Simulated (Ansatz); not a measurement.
Basis sets compared for V(NH2)3 (VN₃H₆). The state is a triplet with charge 0. Geometry PBE-D4/def2-SVP. Ansatz on 4 threads of Intel Xeon 6975P-C on a shared host; times are rough, and most runs start from earlier orbitals.

```xyz
10

V     0.0899    0.0850    0.3502
N     1.3674   -0.9199   -0.5370
H     1.3475   -1.2705   -1.5029
H     2.2510   -1.2102   -0.0952
N     0.0341    1.8767   -0.1455
H     0.8664    2.3914   -0.4593
H    -0.7978    2.4223   -0.3989
N    -1.4054   -0.8792    0.8911
H    -1.3634   -1.8754    1.1403
H    -2.3897   -0.6202    0.7574
```

Binding counts from free atoms (V quartet, N quartet, H doublet) in the same basis, without a counterpoise term.

| level | functions | energy (Eh) | HOMO (eV) | LUMO (eV) | binding per atom (eV) | wall time |
| --- | --- | --- | --- | --- | --- | --- |
| PBE-D4/def2-SVP | 103 | -1111.2522 | -3.05 | -1.59 | – | 0.95 s |
| PBE-D4/def2-TZVP | 174 | -1111.5880 | -3.49 | -2.08 | – | 1.5 s |
| r2SCAN-D4/def2-TZVP (with forces) | 174 | -1111.8838 | -3.98 | -1.91 | – | 2.8 s |
| PBE0-D4/def2-SVP | 103 | -1111.2638 | -5.27 | -0.44 | 3.46 | 1.3 s |
| PBE0-D4/def2-TZVP | 174 | -1111.5933 | -5.59 | -0.83 | – | 2.8 s |

Question: Estimate the rows for PBE-D4/def2-TZVPD, r2SCAN-D4/def2-TZVPD, PBE0-D4/def2-TZVPD.

Answer: 
| level | functions | energy (Eh) | HOMO (eV) | LUMO (eV) | binding per atom (eV) | wall time |
| --- | --- | --- | --- | --- | --- | --- |
| PBE-D4/def2-TZVPD | 213 | -1111.5926 | -3.62 | -2.23 | – | 1.8 s |
| r2SCAN-D4/def2-TZVPD | 213 | -1111.8870 | -4.09 | -2.03 | – | 3.8 s |
| PBE0-D4/def2-TZVPD | 213 | -1111.5970 | -5.70 | -0.97 | – | 3.5 s |
